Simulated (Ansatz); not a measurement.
A structure relaxed at PBE0-D4/def2-SVP in Ansatz, charge 0, singlet:

```xyz
9

Ru   -0.154    1.245   -0.062
Ru    1.647   -0.019   -0.362
Ru   -0.564   -1.108   -0.755
H    -0.675   -1.692    0.664
H    -0.726    1.845   -1.423
H     1.668   -0.159    1.187
H    -0.774    1.280    1.402
H    -1.498    0.230   -0.132
H     1.076   -1.622   -0.518
```

**Question.** Give its formula.

**Answer.** Ru3H6.

**Question.** Summarise the bond lengths by kind (pairs closer than 1.2 times the sum of covalent radii, bridged metal pairs left out).

**Answer.** 1 × Ru–Ru 2.22 Å; 8 × H–Ru 1.54 to 1.75 Å.

In the def2 sets Ru takes a core potential; there is no spin–orbit coupling. The restricted singlet is unstable towards broken spin symmetry in Hartree–Fock (as tested in another run); at PBE0-D4/def2-SVP this wasn't settled. The relaxation made no stability test and no search for a lower SCF solution. No other spin state of charge 0 was run. Another isomer (quintet) lies 0.50 eV lower at PBE0-D4/def2-TZVP; other spin states weren't run for this one.
